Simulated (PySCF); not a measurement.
PySCF 2.14 output of an unrestricted M06-L calculation on a single atom or ion in jorge-DZP-DKH (7s4p1d, 24 functions), with the spin-free X2C one-electron Hamiltonian (Gaussian nucleus):

```
SCF conv_tol = 1e-09
number electrons alpha = 6  beta = 5
    Y. Zhao and D. G. Truhlar.,  J. Chem. Phys. 125, 194101 (2006)
    Y. Zhao and D. G. Truhlar.,  J. Chem. Phys. 125, 194101 (2006)
    Y. Zhao and D. G. Truhlar.,  Theor. Chem. Acc. 120, 215 (2008)
cycle= 1 E= -287.84003808351  delta_E= -0.00161  |g|= 0.0112  |ddm|= 0.118
cycle= 2 E= -287.840047602955  delta_E= -9.52e-06  |g|= 0.00407  |ddm|= 0.00389
cycle= 3 E= -287.840049295391  delta_E= -1.69e-06  |g|= 9.93e-05  |ddm|= 0.00138
cycle= 4 E= -287.840049296577  delta_E= -1.19e-09  |g|= 3.66e-06  |ddm|= 4.68e-05
cycle= 5 E= -287.840049296579  delta_E= -1.82e-12  |g|= 1.24e-07  |ddm|= 1.95e-06
converged SCF energy = -287.840049296579  <S^2> = 0.75024251  2S+1 = 2.0002425
```

The run itself started from symmetry-adapted Hartree-Fock orbitals and held the occupation by maximum overlap, on a logarithmic radial grid, so the iterations belong to that start.

Problem. Which element, charge and spin multiplicity is this?

Solution. Si³⁺ (silicon, charge +3), multiplicity 2; the state was [Ne] 3s1, 2S determinant.
